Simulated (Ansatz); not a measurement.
System: silylphosphine, sum formula SiPH5 (charge 0, singlet). 
Coordinates optimised at B3LYP-D3(BJ)/def2-TZVP (Ansatz, a program for electronic structure):
```
Si
H 1 1.4814
H 1 1.4814 2 109.01
H 1 1.4818 2 108.98 3 -118.83
P 1 2.2675 2 107.93 4 -124.18
H 5 1.4194 1 94.18 2 168.19
H 5 1.4194 6 93.73 1 94.47
```

Computed values are from Ansatz. Correlated levels leave the core frozen unless marked. UHF or UKS for open shells. Spin-orbit coupling is left out. No relativistic terms. CBS marks a two-point X^-3 extrapolation of the correlation energy; Hartree-Fock from the larger set. [CCSD(T)-MP2]/basis is that difference in the basis named.

Question: What is the total energy at RI-MP2/CBS(aug-cc-pV(T+d)Z,aug-cc-pV(Q+d)Z)+[CCSD(T)-MP2]/aug-cc-pV(T+d)Z?

Answer: -633.0060 Eh.

Question: What is the dipole moment at CCSD(T)/aug-cc-pV(D+d)Z?

Answer: 0.61 D.

Question: What is the vertical ionisation energy (to the doublet) at RI-MP2/CBS(def2-TZVPPD,def2-QZVPPD)+[CCSD(T)-MP2]/def2-TZVPPD?

Answer: 9.97 eV.

Question: What is the T1 diagnostic at CCSD/aug-cc-pV(T+d)Z?

Answer: 0.013.

Question: What is the atomisation energy De at RI-MP2/CBS(aug-cc-pV(T+d)Z,aug-cc-pV(Q+d)Z)+[CCSD(T)-MP2]/aug-cc-pV(T+d)Z?

Answer: 458.3 kcal/mol.
